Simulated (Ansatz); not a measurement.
One change: `[CH3][Zr]([CH3])([Cl])[Cl]` becomes `[CH3][Zr]([Cl])([Cl])[Cl]`.

Ansatz, PBE0-D4/def2-TZVP geometries, multiplicity 1. 

Elements past krypton have def2 core potentials.

```
                                                                                  property  `[CH3][Zr]([CH3])([Cl])[Cl]`
                                                     LUMO energy (ωB97M-V/def2-TZVPP) / eV                          0.27
ideal-gas entropy at 298 K and 1 bar (rigid rotor, harmonic PBE0-D4/def2-TZVP) / J/(mol·K)                           428
                                                         LUMO energy (PBE/def2-TZVPP) / eV                         -2.75
                                            size of the dipole moment (PBE/def2-TZVPP) / D                          1.65
                                                      HOMO–LUMO gap (PBE0/def2-TZVPP) / eV                          6.32
                                                     HOMO energy (ωB97M-V/def2-TZVPP) / eV                        -10.48
```

**Question.** What does the change do to each property? (Estimate.)

**Answer.** Ansatz gave: 
```csv
property,`[CH3][Zr]([Cl])([Cl])[Cl]`,shift
LUMO energy (ωB97M-V/def2-TZVPP) / eV,-0.10,-0.37
"ideal-gas entropy at 298 K and 1 bar (rigid rotor, harmonic PBE0-D4/def2-TZVP) / J/(mol·K)",395,-33
LUMO energy (PBE/def2-TZVPP) / eV,-3.06,-0.31
size of the dipole moment (PBE/def2-TZVPP) / D,1.24,-0.41
HOMO–LUMO gap (PBE0/def2-TZVPP) / eV,6.33,0.01
HOMO energy (ωB97M-V/def2-TZVPP) / eV,-10.85,-0.37
```

The zero-point energy changes by -84.8 kJ/mol with -9 modes. Dipoles are sizes alone; their direction can turn. Modes under 60 cm⁻¹, often nearly free rotors, make the harmonic entropy too high.

Positive LUMOs are unbound, so they and the gaps depend on the basis.
